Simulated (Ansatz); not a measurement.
Molecule: Ge₅H₁₂ (charge 0, singlet). 
Geometry from a B3LYP-D3(BJ)/def2-TZVP (Ansatz, an electronic-structure program) optimisation:
```xyz
17

Ge     3.0687     0.3148    -1.0864
Ge     2.0603     0.9163     1.0503
Ge    -0.0739    -0.2427     1.2976
Ge    -1.4308     0.0559    -0.7082
Ge    -3.6079    -1.0224    -0.5041
H      4.4703     0.9319    -1.2417
H      2.1786     0.8154    -2.2376
H      3.1897    -1.2158    -1.1975
H      3.0145     0.5623     2.2093
H      1.8155     2.4385     1.0887
H     -0.8444     0.2728     2.5306
H      0.1836    -1.7496     1.5041
H     -1.6160     1.5639    -0.9748
H     -0.6677    -0.5329    -1.9125
H     -4.3748    -0.4274     0.6904
H     -4.4520    -0.8295    -1.7772
H     -3.4210    -2.5308    -0.2606
```

Basis-set convergence of Hartree-Fock and CCSD(T) correlation energies (hartree) with Ansatz. Cores are frozen in the correlated levels unless marked. Spin-orbit coupling is left out. The frozen core is the preceding noble-gas configuration, with the filled d and f shells of earlier blocks. Non-relativistic.

| basis | functions | E(HF) | E(corr, CCSD(T)) |
|---|---|---|---|
| cc-pVDZ | 195 | -10383.67378 | -0.61179 |
| cc-pVTZ | 383 | -10384.03868 | -0.73179 |
| cc-pVQZ | 700 | -10384.05656 | -0.76830 |

Extrapolating the two largest sets (X = 3 and 4) as X^-3: E(corr) = (64·(-0.76830) - 27·(-0.73179))/37 = -0.7949 Eh, an estimate of the basis-set limit. The largest set recovers 96.6 % of it, the smallest 77.0 %.
